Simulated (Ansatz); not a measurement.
H$_{3}$CdClOSi (SMILES [SiH3][O][Cd][Cl]), singlet, at a GFN2-xTB geometry (such geometries of metal compounds can be far from the true shape) (core potentials on Cd); PBE/def2-TZVP in Ansatz (a first-principles code).

Input for Ansatz:
Ansatz 0.2 input:
```yaml
crystal:
  periodic: [false, false, false]
  atoms:
    - {symbol: Cd, position_ang: [-0.43217152, 0.38385747, -0.05130467]}
    - {symbol: Cl, position_ang: [-1.18071936, 0.73951653, 2.02571317]}
    - {symbol: O, position_ang: [1.06912714, -0.82245661, -0.36626340]}
    - {symbol: Si, position_ang: [1.85719022, -1.40599719, -1.64486770]}
    - {symbol: H, position_ang: [0.92688618, -2.14896909, -2.51849692]}
    - {symbol: H, position_ang: [2.88213235, -2.28192124, -1.07489419]}
    - {symbol: H, position_ang: [2.45376355, -0.30243558, -2.42285326]}
basis:
  gaussian:
    orbitals: def2-TZVP
hamiltonian:
  xc: pbe
```

Q: What does Ansatz print? Leave out banner, timings and long lists.

A: 
```
Functional definition: PBE
1160 factors; their error is unknown
mean field evaluation 1: about -27041.7357 eV, gradient 7.7e1 eV
mean field evaluation 2: about -26881.4793 eV, gradient 2.2e2 eV
mean field evaluation 4: about -27050.5724 eV, gradient 3.2e1 eV
mean field evaluation 8: about -27052.9742 eV, gradient 2.7e-1 eV
mean field evaluation 16: about -27052.9646 eV, gradient 1.8e-4 eV
mean field -27052.96456143 eV, -994.1781104745 hartree, gradient 5.1e-5 eV, S^2 0.000000; 0 other end points of the search recorded, 0 dependent functions left out
reference -27052.96460833 eV, -994.1781121982 hartree; 31, 31 occupied and 132, 132 virtual orbitals, 1160 factors
Total energy: -27052.96460833 eV, -994.1781121982 hartree
```
